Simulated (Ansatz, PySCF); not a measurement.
Ansatz (an electronic-structure program) was given this input:
Ansatz 0.2 input:
```yaml
crystal:
  periodic: [false, false, false]
  atoms:
    - {symbol: Al, position_ang: [0.00000000, 0.00000000, 0.00000000]}
    - {symbol: F, position_ang: [0.00000000, 0.00000000, 1.61313589]}
    - {symbol: F, position_ang: [-0.00000000, -0.00000000, -1.61313589]}
basis:
  gaussian:
    orbitals: STO-3G
hamiltonian:
  xc: {name: wB97X}
total_charge: 1
accuracy: high
```

Convert this to an input for PySCF.

Several could match; the one computed here: 
```python
from pyscf import gto, scf, dft

mol = gto.M(
    atom='''
Al    0.00000000    0.00000000    0.00000000
F     0.00000000    0.00000000    1.61313589
F    -0.00000000   -0.00000000   -1.61313589
''',
    basis='sto-3g',
    charge=1,
    verbose=4,
)

mf = dft.RKS(mol)
mf.xc = 'wb97x'
mf.grids.atom_grid = (99, 590)
mf.grids.prune = None
mf.kernel()
```

Both were run: Ansatz gave -436.106023 Eh and PySCF -436.106025 Eh, 0.002 mEh apart.
